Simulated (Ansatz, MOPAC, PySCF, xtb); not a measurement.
Noncovalent pair: HF (SMILES F) (first 2 atoms) with CH3Br (SMILES CBr); geometry from B3LYP-D3(BJ)/def2-TZVP, rigid monomers moved along the line of their centres of mass till H2···Br4 is 2.12 Å.
(charge 0, multiplicity 1):
```
atom    x (Å)    y (Å)   z (Å)
----  -------  -------  ------
F     -0.0394  -0.1485  0.6416
H     -0.0625  -0.6487  1.4319
C     -0.2407   1.0736  3.6043
Br    -0.1625  -0.8901  3.5385
H     -1.1792   1.3396  4.0765
H     -0.1910   1.4268  2.5808
H      0.6100   1.4071  4.1870
```

Monomers are frozen at their geometry in the pair; levels with a basis set take the counterpoise correction.

Rows in 6-31G* carry no dispersion term and start afresh at each structure (6-31G* with six Cartesian d functions); the Pople sets are all-electron and without relativity. The state reached by PM7 isn't checked; PM7 holds dispersion and hydrogen-bond terms.

Run with Ansatz (an electronic-structure program) with Gaussian orbitals; MOPAC for PM7 (differences of heats of formation); PySCF for 6-31G* rows, the dispersion terms; xtb for the GFN methods. 

One of these levels gives -4.85 kcal/mol for the interaction energy. Name it.
A. PBE-D4/def2-TZVPPD
B. GFN2-xTB
C. HF/6-31G*
D. PM7

A, PBE-D4/def2-TZVPPD. The others give 5.36 (PM7), -2.95 (GFN2-xTB), 1.29 (HF/6-31G*)
